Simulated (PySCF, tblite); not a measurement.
Isomers of C9H14Si. Calculated harmonic vibrations of the isolated species, GFN2-xTB (tblite), most abundant isotopes, no scaling. The method is semi-empirical: single wavenumbers can be off by several per cent or more. Modes of hydrogen on silicon can be 10 to 20 % off. One conformer each.

Electronic energies: PBE0/pcSseg-1 single points on the GFN2-xTB geometries (PySCF, gas phase).

```csv
SMILES,"electronic energy, lowest = 0 (kcal/mol)"
C=CC1=CC([SiH2]C)=CCC1,49.5
CC(C)(C)C#CC1=CC[SiH2]1,86.3
C1=C(C2CC2)[C@H]2C[C@H](C2)[SiH2]1,69.6
C=C=C(C#C[SiH2]C)C(C)C,91.6
C[Si](C)(C)c1ccccc1,0.0
C=CC1=CC(C)=CC[SiH2]C1,52.4
```

How do GFN2-xTB zero-point energies change the relative energies?

| SMILES | ZPE (kcal/mol) | of it from modes above 1550 cm⁻¹ | electronic (kcal/mol) | with ZPE, lowest = 0 (kcal/mol) | lowest mode (cm⁻¹) | rings |
| --- | --- | --- | --- | --- | --- | --- |
| C[Si](C)(C)c1ccccc1 | 124.7 | 65.7 | 0.0 | 0.0 | 18 | 1 |
| C=CC1=CC([SiH2]C)=CCC1 | 122.3 | 65.2 | 49.5 | 47.1 | 32 | 1 |
| C=CC1=CC(C)=CC[SiH2]C1 | 122.4 | 65.4 | 52.4 | 50.1 | 64 | 1 |
| C1=C(C2CC2)[C@H]2C[C@H](C2)[SiH2]1 | 125.5 | 60.6 | 69.6 | 70.4 | 51 | 4 |
| CC(C)(C)C#CC1=CC[SiH2]1 | 121.8 | 64.0 | 86.3 | 83.4 | 8 | 1 |
| C=C=C(C#C[SiH2]C)C(C)C | 120.0 | 64.4 | 91.6 | 86.9 | 13 | 0 |

The zero-point energies span 5.5 kcal/mol, from `C=C=C(C#C[SiH2]C)C(C)C` to `C1=C(C2CC2)[C@H]2C[C@H](C2)[SiH2]1`. The order is unchanged.

And how do the electronic energies of GFN2-xTB itself compare?

`C[Si](C)(C)c1ccccc1` 0.0; `C=CC1=CC([SiH2]C)=CCC1` 17.5; `C=CC1=CC(C)=CC[SiH2]C1` 19.3; `C1=C(C2CC2)[C@H]2C[C@H](C2)[SiH2]1` 12.5; `CC(C)(C)C#CC1=CC[SiH2]1` 42.0; `C=C=C(C#C[SiH2]C)C(C)C` 54.6 kcal/mol, lowest = 0. Against the energies above, taken from the same isomer `C[Si](C)(C)c1ccccc1`, the largest difference is 57.1 kcal/mol.

What do entropy and thermal enthalpy add at 298.15 K and 1 bar (rigid rotor, harmonic oscillator, one conformer each)?

```tsv
SMILES	point group	symmetry number	S (cal/(mol K))	H − H(0) (kcal/mol)	ZPE + H − H(0) − TS (kcal/mol)
C=CC1=CC([SiH2]C)=CCC1	C1	1	108.3	8.17	98.2
C=CC1=CC(C)=CC[SiH2]C1	C1	1	104.5	7.92	99.2
C1=C(C2CC2)[C@H]2C[C@H](C2)[SiH2]1	Cs	1	95.8	6.67	103.7
```

Not tabulated: `C[Si](C)(C)c1ccccc1` (lowest mode only 18 cm⁻¹); `CC(C)(C)C#CC1=CC[SiH2]1` (lowest mode only 8 cm⁻¹); `C=C=C(C#C[SiH2]C)C(C)C` (lowest mode only 13 cm⁻¹).
